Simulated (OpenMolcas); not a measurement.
Computed transition rates of Sn

```
Program             : OpenMolcas
Method              : SS-RASPT2, IPEA 0.25 Eh, imaginary shift 0.1 Eh (closed shells correlated: 4d)
Basis               : ANO-RCC [10s9p8d5f3g]
Scalar Hamiltonian  : DKH2, point nucleus
Active space        : 4 electrons in 9 orbitals (RAS2 5s 5p; RAS3 5d, at most 2 electrons)
State averaging     : 2S+1 = 3 even, 3 roots; 2S+1 = 1 even, 6 roots; 2S+1 = 5 odd, 1 root; 2S+1 = 3 odd, 5 roots; 2S+1 = 1 odd, 5 roots
Spin-orbit coupling : state interaction with AMFI integrals over the reference wave functions, term energies averaged over their components
```

Rates come from the transition moments of the reference wave functions (E1 and E2 in the length form). At fixed line strength A goes as λ^-3 for E1 and M1 and as λ^-5 for E2, so a rate at the computed wavelength can be rescaled to the measured one. Measured vacuum wavelengths follow from level energies in NIST Handbook of Basic Atomic Spectroscopic Data. Branching counts decays inside the model space alone, at computed energies, and the table is only a selection of the E2 and M1 lines, drawn from those between levels with measured partners whose computed energy lies within a factor of 1.5 of the measured one.

```tsv
Upper	Lower	Type	λ computed (nm)	λ measured (nm)	A computed (s-1)	A rescaled (s-1)	Branching %
5s2 5p2 1S0	5s2 5p2 3P1	M1	652.9	646.4	5.66e+00		77.2
5s2 5p2 1S0	5s2 5p2 1D2	E2	1143	1170	1.13e+00	1.01e+00	15.5
5s2 5p2 1S0	5s2 5p2 3P2	E2	728	728.1	5.38e-01		7.3
5s2 5p2 1D2	5s2 5p2 3P2	M1	2006	1929	3.99e-01		54.1
5s2 5p2 1D2	5s2 5p2 3P1	M1	1523	1445	3.32e-01		45.0
5s2 5p2 3P1	5s2 5p2 3P0	M1	6693	5911	5.85e-02	8.49e-02	100.0
5s2 5p2 3P2	5s2 5p2 3P1	M1	6335	5761	4.87e-02	6.48e-02	99.3
5s2 5p2 1D2	5s2 5p2 3P2	E2	2006	1929	4.18e-03		0.6
5s2 5p2 3P2	5s2 5p2 3P0	E2	3254	2917	3.03e-04	5.23e-04	0.6
```

Spin-changing lines and M1 lines between different terms are not rescaled, since their strength hangs on the term gaps too.

The largest correction is for 5s2 5p2 3P2 → 5s2 5p2 3P0 (E2): 3.03e-04 × (3254 / 2917)^5 = 5.23e-04 s-1, a factor of 1.73.

No measured rate stands beside these. Rescaling mends the energy factor alone: line strengths can still be far off where a level mixes with configurations outside the active space, and weak or spin-changing lines hang on small mixing coefficients that depend on the term gaps too, so rescaling need not improve them.

CASPT2 breaks the degeneracy within a term, and the mean is taken; among the terms shown or strongly mixed into the levels shown the widest spread is 31 cm-1 (5s2 5p2 1D). The run also gave levels led by 5s2 5p 5d, which use shells meant for correlation; these and all levels above them are left out. Measured partners are found by configuration, term and J. A level has none where our copy of the source lacks it or the pairing is in doubt (some pairs that miss far off the trend of their configuration count as doubtful). Levels of configurations outside the active space are missing.
